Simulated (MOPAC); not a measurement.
A run for MOPAC: AM1 on GeC+, 2S+1 = 4, a spin state set in the input, which need not be the lowest, a point of a bond scan (R = 1.918 Å). Charge +1.

```
AM1 1SCF PRECISE CHARGE=1 UHF MS=1.5 THREADS=1
CGe

C      0.00000000 1     0.00000000 1     0.00000000 1
Ge     0.00000000 1     0.00000000 1     1.91804400 1
```

The log:

```
*******************************************************************************
 **                                                                           **
 **                              MOPAC v23.2.5                                **
 **                                                                           **
 *******************************************************************************
 ** MOPAC's Digital Object Identifier: https://doi.org/10.5281/zenodo.6511958 **
 **                                                                           **
 ** Please cite the open-source release paper for use of this MOPAC version:  **
 ** J. E. Moussa and J. J. P. Stewart (2026)                                  **
 ** MOPAC: An open-source semiempirical molecular orbital program             **
 ** J. Open Source Softw., 11(119), 8025, https://doi.org/10.21105/joss.08025 **
 *******************************************************************************

                              AM1 CALCULATION RESULTS

 *******************************************************************************
 *  AM1        - The AM1 Hamiltonian to be used
 *  UHF        - UNRESTRICTED HARTREE-FOCK CALCULATION
 *
 *
 *
 *                 CHARGE ON SYSTEM = +1
 *
 *
 *
 *  MS=        - IN MECI, MAGNETIC COMPONENT OF SPIN =  1.5
 *  PRECISE    - TIGHTER CRITERIA TO BE USED
 *  1SCF       - DO 1 SCF AND THEN STOP
 *  THREADS=1  - MULTI-THREADING NOT USED
 *  T=         - A TIME OF 172800.0 SECONDS REQUESTED
 *  DUMP=N     - RESTART FILE WRITTEN EVERY 7200.0 SECONDS REQUESTED
 *******************************************************************************
AM1 1SCF PRECISE CHARGE=1 UHF MS=1.5 THREADS=1
 CGe

   ATOM   CHEMICAL          X               Y               Z
  NUMBER   SYMBOL      (ANGSTROMS)     (ANGSTROMS)     (ANGSTROMS)

     1       C          0.00000000  *   0.00000000  *   0.00000000  *
     2      Ge          0.00000000  *   0.00000000  *   1.91804400  *



          CARTESIAN COORDINATES

    NO.       ATOM           X           Y           Z

     1         C          0.0000      0.0000      0.0000
     2        Ge          0.0000      0.0000      1.9180

  C: (AM1): M.J.S. DEWAR ET AL, J. AM. CHEM. SOC. 107 3902-3909 (1985)
 Ge: (AM1): M.J.S.Dewar and C.Jie, Organometallics, 8, 1544, (1989)

           Empirical Formula: C Ge  =     2 atoms



      MOLECULAR POINT GROUP   :   C*v


          UHF CALCULATION, NO. OF ALPHA ELECTRONS =    5
                           NO. OF BETA  ELECTRONS =    2

 -------------------------------------------------------------------------------
 AM1 1SCF PRECISE CHARGE=1 UHF MS=1.5 THREADS=1
 CGe



     1SCF WAS SPECIFIED, SO BFGS WAS NOT USED
     SCF FIELD WAS ACHIEVED


                              AM1 CALCULATION
                                                       MOPAC v23.2.5 Linux




          FINAL HEAT OF FORMATION =        366.05607 KCAL/MOL =    1531.57859 KJ/MOL


          COSMO AREA              =         90.85 SQUARE ANGSTROMS
          COSMO VOLUME            =         78.29 CUBIC ANGSTROMS

          IONIZATION POTENTIAL    =         15.740852 EV
          ALPHA SOMO LUMO (EV)    =        -15.938 -7.297
          BETA  SOMO LUMO (EV)    =        -15.741 -7.525
          NO. OF ALPHA ELECTRONS  =          5
          NO. OF BETA  ELECTRONS  =          2
          MOLECULAR WEIGHT        =         84.6010         POINT GROUP:  C*v

          MOLECULAR DIMENSIONS (Angstroms)

            Atom       Atom       Distance
           Ge     2    C     1     1.91804
           Ge     2    C     1     0.00000
            C     1   Ge     2     0.00000


          SCF CALCULATIONS        =          1





   ATOM   CHEMICAL          X               Y               Z
  NUMBER   SYMBOL      (ANGSTROMS)     (ANGSTROMS)     (ANGSTROMS)

     1       C          0.00000000  *   0.00000000  *   0.00000000  *
     2      Ge          0.00000000  *   0.00000000  *   1.91804400  *

                             CARTESIAN COORDINATES

   1    C        0.000000000     0.000000000     0.000000000
   2   Ge        0.000000000     0.000000000     1.918044000


           Empirical Formula: C Ge  =     2 atoms



      MOLECULAR POINT GROUP   :   C*v


          ALPHA EIGENVALUES
 -30.68274 -17.54923 -16.26992 -16.26992 -15.93762  -7.29665  -7.29665  -5.17336


           BETA EIGENVALUES
 -25.04471 -15.74085  -7.52456  -7.52456  -5.29106  -3.53859  -3.53859  -3.46847


              NET ATOMIC CHARGES AND DIPOLE CONTRIBUTIONS

  ATOM NO.   TYPE          CHARGE      No. of ELECS.   s-Pop       p-Pop
    1          C          -0.468139        4.4681     1.65477     2.81337
    2         Ge           1.468139        2.5319     1.75373     0.77813
 DIPOLE           X         Y         Z       TOTAL
 POINT-CHG.     0.000     0.000     5.621     5.621
 HYBRID         0.000     0.000    -4.209     4.209
 SUM            0.000     0.000     1.412     1.412


          ATOMIC ORBITAL ELECTRON POPULATIONS

     Atom    s        px        py        pz
    1  C   1.65477   0.94295   0.94295   0.92747
    2 Ge   1.75373   0.05705   0.05705   0.66404


                    (SZ)    =    1.500000
                    (S**2)  =    3.762292


          ATOMIC ORBITAL SPIN POPULATIONS

    Atom   Total    s     px     py     pz
         Atomic
    1  C  2.8757  0.233  0.943  0.943  0.757
    2 Ge  0.1243  0.057  0.057  0.057 -0.047

 **********************
 *                    *
 * JOB ENDED NORMALLY *
 *                    *
 **********************




 == MOPAC DONE ==
```

The run finished.

Cost: about 0.020 core-seconds (a rough figure).
